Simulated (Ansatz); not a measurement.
Two structures of SiNH8OF, closed shell, reached by relaxing down either side of one saddle point (PBE0-D4/def2-TZVP). Energies are electronic, without zero-point energy. Computed with Ansatz 0.2.0 (basis: def2-TZVPP and def2-QZVPP); correlated methods freeze the cores. Extrapolation: Hartree–Fock as exp(−7.88 √X), correlation as X^−2.97. First:

Si1  (-1.431, -0.161, -0.071)
N2  (-0.025, -0.981, 0.607)
H3  (-1.113, 0.421, -1.393)
H4  (-2.463, -1.218, -0.250)
H5  (-1.958, 0.885, 0.838)
H6  (1.579, 1.031, -0.444)
O7  (1.100, 1.574, 0.200)
H8  (1.116, -0.979, -0.509)
F9  (1.829, -0.744, -1.138)
H10  (-0.218, -1.889, 1.009)
H11  (0.468, -0.410, 1.286)
H12  (1.116, 2.471, -0.136)
(Å)

Second:

```xyz
12
angstrom
Si -1.1268 0.4888 -0.1243
N 0.1807 -1.2136 0.5824
H -1.8993 1.6637 -0.6870
H -1.9423 -0.6531 -0.6176
H -1.2198 0.7422 1.3370
H 1.7539 0.6095 -0.3313
O 0.3336 0.8580 -0.9178
H 1.0834 -0.9062 0.9384
F 2.5518 0.3392 0.1291
H 0.3660 -1.8662 -0.1715
H -0.3116 -1.7125 1.3139
H 0.2304 1.6501 -1.4511
```

(1) Which bonds change from the first to the second?

(2) Give the saddle point's structure and its height above each. (To be estimated.)

No T1 diagnostic of these runs exceeds 0.011.

Results:

(1) SiNH₅ ([NH2][SiH3]) + H₂O + HF → SiH₄O ([OH][SiH3]) + NH₃ + HF; bonds formed: Si1–O7, N2–H8, H6–F9; bonds broken: Si1–N2, H6–O7, H8–F9.

(2) By the calculation: 53.4 kJ/mol above the first and 81.9 kJ/mol above the second (CCSD(T) at an estimated basis limit (MP2 extrapolated from triple and quadruple zeta, plus CCSD(T) − MP2 in triple zeta)).
| atom | x (Å) | y (Å) | z (Å) |
| --- | --- | --- | --- |
| Si1 | -1.1175 | 0.2618 | 0.0611 |
| N2 | 0.1240 | -1.1215 | 0.2679 |
| H3 | -1.5078 | 0.6585 | -1.3185 |
| H4 | -2.2751 | -0.6826 | 0.3407 |
| H5 | -1.2165 | 1.1422 | 1.2444 |
| H6 | 1.4556 | 0.8846 | -0.1168 |
| O7 | 0.5396 | 1.3853 | -0.3656 |
| H8 | 1.1965 | -0.7544 | 0.3090 |
| F9 | 2.3060 | -0.0416 | 0.2469 |
| H10 | 0.0314 | -1.7790 | -0.5019 |
| H11 | -0.1115 | -1.6408 | 1.1087 |
| H12 | 0.5755 | 1.6874 | -1.2758 |

Labels in which every atom is bracketed show which atoms are joined, not bond orders.

For scale, one of the runs: CCSD(T)/def2-TZVPP, 247 basis functions (an equivalent command: `ansatz run in.yaml --threads 4`). Hardware: 4 CPU threads, shared host. Wall time 36 s; peak host memory 5.6 GiB.
